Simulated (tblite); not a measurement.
Compound: C5H8B2OSe.
SMILES with atom numbers: `[BH2:1][c:2]1[cH:3][c:4]([BH:5][O:6][CH3:7])[cH:8][se:9]1` (hydrogens: H10, H11 on B1; H12 on C3; H13 on B5; H14, H15, H16 on C7; H17 on C8)

Computed with GFN2-xTB (tblite), gas phase: L-BFGS steps from a force-field or distance-geometry start until the largest atomic force falls under 0.01 eV/Å.

Step 5: E = -665.3807 eV
```
atom  x, y, z in Å  |  force x, y, z in eV/Å
B1     -3.8398   -0.2174    0.2441   -0.241  -0.184  -0.064
C2     -2.3936   -0.6329   -0.0824   -0.097   0.398   0.112
C3     -1.4127    0.1634    0.4480   -0.094   0.048   0.363
C4     -0.0774   -0.1015    0.1072    0.021   0.037  -0.028
B5      1.1769    0.6949    0.4933    0.012   0.076   0.381
O6      2.2971   -0.0003    0.8444   -0.197   0.061  -0.387
C7      3.3020    0.3736   -0.0622    0.295   0.025  -0.172
C8      0.0540   -1.1268   -0.7856   -0.108  -0.161   0.055
Se9    -1.5744   -1.8434   -1.2625   -0.331  -0.208  -0.250
H10    -4.6374    0.0856   -0.5587    0.105  -0.208  -0.140
H11    -4.1591   -0.1041    1.3712    0.177   0.038  -0.101
H12    -1.6188    0.9727    1.1174   -0.232   0.133   0.261
H13     1.2608    1.8508    0.2638   -0.069   0.130   0.030
H14     3.6468    1.3960    0.0976    0.142   0.059   0.098
H15     2.8638    0.3101   -1.0597    0.378   0.064  -0.310
H16     4.1184   -0.3333   -0.0001    0.252  -0.106   0.195
H17     0.9864   -1.4755   -1.1857   -0.013  -0.202  -0.043
```

Step 6: E = -665.4217 eV
```
atom  x, y, z in Å  |  force x, y, z in eV/Å
B1     -3.8313   -0.2052    0.2382   -0.379  -0.293  -0.053
C2     -2.3891   -0.6258   -0.0753   -0.253   0.221  -0.070
C3     -1.4151    0.1644    0.4629    0.095   0.001   0.221
C4     -0.0791   -0.1004    0.1167   -0.113   0.000  -0.035
B5      1.1724    0.6965    0.4855    0.295   0.075   0.493
O6      2.2975   -0.0062    0.8250   -0.340   0.222  -0.456
C7      3.3131    0.3756   -0.0671    0.266   0.008  -0.126
C8      0.0455   -1.1257   -0.7743   -0.272  -0.238  -0.032
Se9    -1.5831   -1.8423   -1.2708   -0.261  -0.002  -0.040
H10    -4.6382    0.0680   -0.5667    0.133  -0.168  -0.126
H11    -4.1518   -0.1107    1.3647    0.139   0.104  -0.060
H12    -1.6295    0.9731    1.1234   -0.217   0.230   0.371
H13     1.2538    1.8577    0.2725   -0.064   0.063   0.020
H14     3.6549    1.4006    0.0970    0.127  -0.021   0.117
H15     2.8866    0.3156   -1.0704    0.392   0.045  -0.289
H16     4.1227   -0.3385    0.0132    0.266  -0.036   0.136
H17     0.9638   -1.4847   -1.1844    0.184  -0.209  -0.071
```

Q: Estimate the geometry and energy of step 7. (The exact step hangs on the optimiser's Hessian estimate; all steps are aligned on step 6, rigid shifts and turns removed.)

A: E = -665.4991 eV, largest force 0.761 eV/Å
```
atom  x, y, z in Å  |  force x, y, z in eV/Å
B1     -3.8232   -0.1888    0.2257   -0.522  -0.444  -0.037
C2     -2.3859   -0.6076   -0.0641   -0.345  -0.011  -0.298
C3     -1.4178    0.1672    0.4975    0.169  -0.110  -0.089
C4     -0.0847   -0.0996    0.1341   -0.223   0.001   0.058
B5      1.1667    0.7035    0.4801    0.519   0.024   0.465
O6      2.2945   -0.0144    0.7760   -0.380   0.396  -0.527
C7      3.3404    0.3792   -0.0794    0.178  -0.037  -0.034
C8      0.0230   -1.1281   -0.7525   -0.280  -0.374  -0.253
Se9    -1.6063   -1.8388   -1.2865   -0.140   0.383   0.358
H10    -4.6373    0.0297   -0.5858    0.110  -0.095  -0.122
H11    -4.1346   -0.1210    1.3510    0.015   0.218   0.051
H12    -1.6553    0.9785    1.1433   -0.119   0.256   0.446
H13     1.2385    1.8726    0.2901   -0.051  -0.042   0.020
H14     3.6738    1.4091    0.0986    0.103  -0.172   0.132
H15     2.9411    0.3275   -1.0974    0.447   0.004  -0.172
H16     4.1373   -0.3492    0.0425    0.231   0.133   0.016
H17     0.9229   -1.5075   -1.1833    0.287  -0.132  -0.015
```

The energy changes by -0.0774 eV. The first-order estimate −F·Δx gives -0.1070 eV and the mean of the old and new forces, exact on a quadratic surface, -0.0773 eV. The step makes an angle of 59° with the force vector and moves no atom by more than 0.062 Å.

What follows is the cost of the whole relaxation. The run took 0.57 s wall on an Arm Neoverse V2 with one thread, no GPU (shared host).
